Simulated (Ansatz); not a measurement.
C₂H₇GaS (`CC[S][GaH2]`), relaxed with RKS PBE0-D4/def2-TZVP in Ansatz 0.2.0 from a PBE-D4/def2-SVP geometry. The force threshold is 0.005 eV/Å; the program also tests the step.

The species carries charge 0 and has multiplicity 1.

Start:

```xyz
11

C     0.799    1.292   -0.242
C    -0.143    0.683    0.788
S     0.250   -1.082    1.197
Ga   -0.710   -2.172   -0.466
H     0.696    0.789   -1.226
H     0.572    2.370   -0.386
H     1.858    1.202    0.075
H    -0.068    1.216    1.758
H    -1.200    0.751    0.462
H    -0.539   -3.733   -0.443
H    -1.516   -1.315   -1.517
```

| step | energy (eV) | largest force (eV/Å) | largest move (Å) |
| --- | --- | --- | --- |
| 1 | -65390.1753 | 0.552 | 0.000 |
| 2 | -65390.2109 | 0.210 | 0.030 |
| 3 | -65390.2144 | 0.070 | 0.015 |
| 4 | -65390.2146 | 0.026 | 0.007 |
| 5 | -65390.2147 | 0.010 | 0.003 |
| 6 | -65390.2147 | 0.007 | 0.010 |
| 7 (rejected) | -65390.2147 | 0.022 | 0.040 |
| 8 | -65390.2147 | 0.007 | 0.019 |
| 9 | -65390.2148 | 0.008 | 0.018 |
| 10 | -65390.2148 | 0.006 | 0.002 |
| 11 | -65390.2148 | 0.001 | 0.004 |

End:

```xyz
11

C     0.804    1.290   -0.236
C    -0.141    0.673    0.772
S     0.270   -1.063    1.169
Ga   -0.716   -2.158   -0.445
H     0.724    0.788   -1.204
H     0.568    2.348   -0.383
H     1.840    1.211    0.098
H    -0.090    1.202    1.726
H    -1.175    0.725    0.427
H    -0.536   -3.707   -0.460
H    -1.549   -1.311   -1.464
```

Run time 31 s (4 threads of an Intel Xeon Platinum 8488C on a shared host); peak host memory 0.58 GiB.
